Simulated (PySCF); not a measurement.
Cartesian coordinates (Å):
SMILES: [O]([Sn]([O]C)([O]C)[O]C)C
```xyz
21

C      0.3703     2.9397    -0.1118
O      1.0179     1.7142     0.2030
Sn     0.0000     0.0003    -0.0003
O     -1.3730    -0.4534     1.3871
C     -0.9409    -0.9205     2.6584
O      1.3767    -1.4502     0.1240
C      2.6224    -1.2759    -0.5383
O     -1.0207     0.1898    -1.7143
C     -2.0519    -0.7434    -2.0082
H      1.1528     3.7274    -0.1653
H     -0.1584     2.9182    -1.0915
H     -0.3644     3.2482     0.6681
H     -0.1787    -1.7295     2.5934
H     -0.5230    -0.1055     3.2944
H     -1.8297    -1.3327     3.1833
H      2.5416    -1.4059    -1.6428
H      3.0889    -0.2839    -0.3431
H      3.3154    -2.0577    -0.1587
H     -1.6537    -1.7373    -2.3197
H     -2.7526    -0.9059    -1.1583
H     -2.6391    -0.3360    -2.8595
```
Charge 0, multiplicity 1.

**Question.** Give the total energy, HOMO–LUMO gap and LUMO at the level PBE-D3(BJ)/def2-TZVP // PBE-D3(BJ)/def2-SVP in PySCF.

**Answer.** 
- total energy: -674.5177 Ha
- HOMO–LUMO gap: 3.36 eV
- LUMO: -2.97 eV
